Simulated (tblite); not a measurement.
Species: C7H3ClFO (doublet state).
Structure used (GFN2-xTB), in Å, numbered top down from 1:
```xyz
13
C7H3ClFO angstrom
O      2.7498    0.3880    0.6631
C      1.6399    0.1709    0.2387
C      1.2568   -1.1673   -0.3454
C      0.0770   -1.6308   -0.0789
C     -1.1969   -1.3419    0.2514
C     -1.6316   -0.0502   -0.0481
C     -0.7647    1.0369   -0.1692
F     -1.4069    2.1957   -0.4407
C      0.5979    1.1716    0.0792
Cl     1.2055    2.7845    0.1862
H      2.0293   -1.6580   -0.9131
H     -1.8733   -2.0754    0.6592
H     -2.6872    0.1766   -0.1002
```

Structure optimised with GFN2-xTB, isolated species. This method treats the open shell by occupation alone, without spin polarisation.

Take the most abundant isotopes and a rigid rotor. The values belong to one conformer.

(1) Give the principal moments of inertia and the rotational constants in MHz.

(2) Classify the top.

(3) What does the inertial defect say?

(4) Give the other two planar moments, Paa and Pbb, and the rms extents of the mass along the axes.

(5) List the rotational levels J(Ka,Kc) to J = 2 (cm⁻¹).

(6) Estimate the classical rotational partition function at 10 K, 100 K and 200 K.

Answers

(1) Ia = 315.07, Ib = 407.44, Ic = 701.73 u·Å²; 505379 MHz·u·Å²/I gives A = 1604, B = 1240, C = 720.2 MHz.

(2) An asymmetric top: κ = (2 × 1240 − 1604 − 720.2)/(1604 − 720.2) = 0.18.

(3) Not planar: Δ = Ic − Ia − Ib = -20.77 u·Å². For a rigid frame Δ = −2 Σ m c², so Σ m c² = 10.39 u·Å² lies off the ab plane: 2.33 from hydrogen and 8.05 from heavier atoms. The atom farthest from that plane is 1.21 Å away.

(4) Paa = Σ m a² = (Ib + Ic − Ia)/2 = 397.05 and Pbb = Σ m b² = (Ia + Ic − Ib)/2 = 304.68 u·Å². With the mass M = 156.99 u, the rms extents √(P/M) along a, b and c are 1.59, 1.39, 0.26 Å.

(5) Above 0(0,0):
J = 1: 1(0,1) 0.0654, 1(1,1) 0.0775, 1(1,0) 0.0949
J = 2: 2(0,2) 0.1865, 2(1,2) 0.1910, 2(1,1) 0.2430, 2(2,1) 0.2794, 2(2,0) 0.2891
The levels of one J sum to (2J + 1)J(J + 1)(A + B + C)/3.

(6) Point group C1, symmetry number σ = 1; q = (√π/σ)·√((kT/h)³/(ABC)), k/h = 20836.6 MHz/K: 4450 at 10 K, 141000 at 100 K, 398000 at 200 K.

For this open shell read J as N, the rotation without spin; fine and hyperfine splittings come on top. Its GFN2-xTB frequencies are all real (lowest 68 cm⁻¹). Zero-point vibration and centrifugal distortion are left out.

The numbers are calculated, not measured.
